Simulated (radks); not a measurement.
Results of a calculation; reference values are marked as such.
The molybdenum ion Mo+ inside a hard spherical wall (all orbitals vanish at R), configuration held at [Kr] 4d5 and not refilled when levels cross. Level of theory: scalar-relativistic Kohn-Sham, LDA (Slater exchange, VWN5 correlation), spin-polarised, spherical densities, point nucleus; open shells are filled with parallel spins first (spin-orbit coupling, left out, can overturn this in heavy ions) (a radial shooting solver on a logarithmic mesh with Libxc functionals). Eigenvalues in eV for spin up, with the zero of energy where the potential of the charges vanishes at infinity; a dash marks a level that is unbound or too diffuse for the functional's potential to be trusted. A positive occupied level is held by the wall or, in an anion where self-interaction has pushed it up, behind a barrier. The pressure on the wall is -dE/dV.

R (bohr) = free: E (hartree) -4044.30334; kinetic (hartree) 4168.812; e(3d) -227.76; e(4s) -71.969; e(4p) -46.269; e(4d) -11.553; e(5s, empty) -10.682; e(5p, empty) -6.381; pressure (GPa) 0
R (bohr) = 15: E (hartree) -4044.30334; kinetic (hartree) 4168.812; e(3d) -227.76; e(4s) -71.969; e(4p) -46.269; e(4d) -11.553; e(5s, empty) -10.682; e(5p, empty) -6.381; pressure (GPa) < 0.0001
R (bohr) = 12: E (hartree) -4044.30334; kinetic (hartree) 4168.812; e(3d) -227.76; e(4s) -71.969; e(4p) -46.269; e(4d) -11.553; e(5s, empty) -10.682; e(5p, empty) -6.378; pressure (GPa) < 0.0001
R (bohr) = 8: E (hartree) -4044.30306; kinetic (hartree) 4168.815; e(3d) -227.73; e(4s) -71.945; e(4p) -46.246; e(4d) -11.532; e(5s, empty) -10.643; e(5p, empty) -6.196; pressure (GPa) 0.0167
R (bohr) = 6: E (hartree) -4044.29642; kinetic (hartree) 4168.869; e(3d) -227.38; e(4s) -71.630; e(4p) -45.944; e(4d) -11.253; e(5s, empty) -10.104; e(5p, empty) -4.982; pressure (GPa) 0.709
R (bohr) = 3.5: E (hartree) -4043.93212; kinetic (hartree) 4170.640; e(3d) -220.60; e(4s) -66.148; e(4p) -40.738; e(4d) -5.399; e(5s, empty) 3.192; e(5p, empty) 13.647; pressure (GPa) 122
R (bohr) = 2: E (hartree) -4036.07272; kinetic (hartree) 4202.178; e(3d) -174.10; e(4s) -31.485; e(4p) -3.409; e(4d) 42.418; e(5s, empty) 128.86; e(5p, empty) 153.94; pressure (GPa) 12200
